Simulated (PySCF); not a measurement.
C₆H₈ClFS.
Structure used (PBE0-D3(BJ)/def2-SVP), in Å, numbered top down from 1:
```xyz
17
C6H8ClFS angstrom
C      1.995   -0.554   -0.067
C      0.563   -0.087   -0.229
C      0.215    1.224    0.494
C     -1.269    1.173    0.749
S     -2.194    2.285    1.460
C     -1.764   -0.164    0.233
F     -2.835   -0.659    0.886
C     -0.522   -1.050    0.260
Cl    -0.224   -1.585    1.945
H      2.221   -0.746    0.992
H      2.694    0.210   -0.438
H      2.179   -1.482   -0.628
H      0.360    0.050   -1.308
H      0.719    1.268    1.476
H      0.510    2.132   -0.051
H     -2.038   -0.018   -0.833
H     -0.619   -1.960   -0.346
```

Computed, not measured: PBE0-D3(BJ)/def2-SVP geometry optimisation, gas phase (PySCF).

Masses are those of the commonest isotopes; rigid-rotor values at the optimised geometry. The values belong to one conformer with, in the numbering `[CH3:1][C@@H:2]1[CH2:3][C:4](=[S:5])[C@H:6]([F:7])[C@@H:8]1[Cl:9]`, C1–C2–C3–C4 -155°, C2–C3–C4–S5 -179°, C3–C4–C6–F7 150°, C4–C6–C8–Cl9 78°.

Q: Give the principal moments of inertia and the rotational constants in MHz.

A: Ia = 304.19, Ib = 537.83, Ic = 682.32 u·Å²; 505379 MHz·u·Å²/I gives A = 1661, B = 939.7, C = 740.7 MHz.

Q: What kind of rotor is it?

A: An asymmetric top. Ray's parameter κ = (2B − A − C)/(A − C) = -0.568; −1 is the prolate and +1 the oblate limit.

Q: What does the inertial defect say?

A: Not planar: Δ = Ic − Ia − Ib = -159.70 u·Å². For a rigid frame Δ = −2 Σ m c², so Σ m c² = 79.85 u·Å² lies off the ab plane: 11.98 from hydrogen and 67.87 from heavier atoms. The atom farthest from that plane is 2.01 Å away.

Q: Which lines would a microwave search look for?

A: The dipole components are |μa| = 2.67 D, |μb| = 2.43 D, |μc| = 2.18 D. The squared components, which scale the intensities, stand as 1.00 : 0.82 : 0.66 (a : b : c). Some lines, for components of 0.1 D or more:

| type | branch | J(Ka,Kc) | MHz | lower level (cm⁻¹) |
| --- | --- | --- | --- | --- |
| c | Q | 2(1,2) ← 2(0,2) | 558 | 0.167 |
| a | Q | 2(1,1) ← 2(1,2) | 597 | 0.186 |
| c | Q | 1(1,1) ← 1(0,1) | 722 | 0.056 |
| b | Q | 2(1,1) ← 2(0,2) | 1155 | 0.167 |
| c | Q | 2(2,1) ← 2(1,1) | 2165 | 0.205 |
| c | R | 1(1,0) ← 0(0,0) | 2601 | 0.000 |
| a | R | 2(1,2) ← 1(1,1) | 3162 | 0.080 |
| a | R | 2(0,2) ← 1(0,1) | 3325 | 0.056 |
| a | R | 2(1,1) ← 1(1,0) | 3560 | 0.087 |
| b | R | 2(1,2) ← 1(0,1) | 3883 | 0.056 |
| c | R | 2(1,1) ← 1(0,1) | 4480 | 0.056 |
| b | R | 2(2,1) ← 1(1,0) | 5725 | 0.087 |
| c | R | 2(2,0) ← 1(1,0) | 5761 | 0.087 |
| c | R | 2(2,1) ← 1(1,1) | 5924 | 0.080 |

Q: Estimate the classical rotational partition function at 25 K, 50 K and 200 K.

A: Point group C1, symmetry number σ = 1; q = (√π/σ)·√((kT/h)³/(ABC)), k/h = 20836.6 MHz/K: 19600 at 25 K, 55400 at 50 K, 443000 at 200 K.

Stationary, but not proved a minimum. Constants of a rigid frame at the computed geometry: no zero-point averaging, no centrifugal distortion. A rigid rotor knows nothing of internal rotation, which can split or shift real lines. Quadrupole hyperfine structure (35Cl) is left out.
